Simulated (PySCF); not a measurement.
C2H6N2OSi, SMILES C[Si@@H](N)OC#N. Atoms are numbered in the order given.

```xyz
12

C     -1.2723    -0.9743    -0.9712
Si    -0.2727     0.5404    -0.5992
N     -1.2388     1.9131    -0.3241
O      0.6103     0.1667     0.8697
C      1.3284    -0.8801     1.0200
N      1.9839    -1.8368     1.1752
H     -2.0396    -1.1349    -0.1963
H     -0.6302    -1.8695    -0.9933
H     -1.7786    -0.8871    -1.9449
H      0.7815     0.8755    -1.5882
H     -2.1063     1.8622     0.2004
H     -0.8434     2.8473    -0.2977
```
Charge 0, spin multiplicity 1.

The structure is a stationary point at r2SCAN-D4/def2-SVP. The structure was generated by enumeration; whether it is a known compound was not checked. One conformer was computed; it need not be the lowest.

All values below come from TDA-M06-2X/def2-SVPD (PySCF).

Vertical excitations. The molecule is in vacuum.

Computed UV-visible absorptions:
| state | energy (eV) | λ (nm) | f | main pairs |
|---|---|---|---|---|
| S1 | 7.18 | 173 | 0.000 | HOMO→LUMO+10 19 %, HOMO→LUMO+4 14 %, HOMO→LUMO+8 14 %, HOMO→LUMO+7 6 % |
| S2 | 7.34 | 169 | 0.047 | HOMO−2→LUMO 46 %, HOMO−1→LUMO 29 %, HOMO−2→LUMO+1 9 % |
| S3 | 7.45 | 167 | 0.011 | HOMO→LUMO 32 %, HOMO→LUMO+2 31 %, HOMO→LUMO+1 22 % |
| S4 | 7.78 | 159 | 0.009 | HOMO−1→LUMO+1 25 %, HOMO−1→LUMO 23 %, HOMO−1→LUMO+2 23 %, HOMO−2→LUMO 11 % |
| S5 | 8.15 | 152 | 0.003 | HOMO→LUMO+7 10 %, HOMO−1→LUMO+8 9 %, HOMO−1→LUMO+7 9 %, HOMO→LUMO+1 6 % |
| S6 | 8.20 | 151 | 0.000 | HOMO→LUMO 14 %, HOMO→LUMO+1 14 %, HOMO→LUMO+7 7 %, HOMO−1→LUMO+7 6 % |
| S7 | 8.27 | 150 | 0.005 | HOMO→LUMO 36 %, HOMO→LUMO+2 12 %, HOMO→LUMO+1 11 % |
| S8 | 8.55 | 145 | 0.012 | HOMO−2→LUMO+1 17 %, HOMO−1→LUMO+2 13 %, HOMO−1→LUMO+1 12 %, HOMO−2→LUMO+2 9 % |
| S9 | 8.62 | 144 | 0.026 | HOMO→LUMO+2 20 %, HOMO→LUMO+1 14 %, HOMO−2→LUMO+3 13 %, HOMO−1→LUMO+3 7 % |
| S10 | 8.68 | 143 | 0.007 | HOMO−1→LUMO+1 22 %, HOMO−2→LUMO 18 %, HOMO−2→LUMO+3 13 %, HOMO−2→LUMO+1 7 % |
| T1 | 6.62 | 187 | 0 | HOMO−1→LUMO+10 12 %, HOMO→LUMO+7 11 %, HOMO→LUMO+11 8 %, HOMO−1→LUMO+8 7 % |
| T2 | 7.02 | 176 | 0 | HOMO−2→LUMO 44 %, HOMO−1→LUMO 23 %, HOMO−2→LUMO+1 12 % |
| T3 | 7.05 | 176 | 0 | HOMO→LUMO+10 23 %, HOMO→LUMO+4 15 %, HOMO→LUMO+8 14 %, HOMO→LUMO+1 11 % |
| T4 | 7.17 | 173 | 0 | HOMO→LUMO+2 33 %, HOMO→LUMO 24 %, HOMO→LUMO+1 17 %, HOMO→LUMO+8 6 % |
Triplets are in the Tamm–Dancoff approximation.
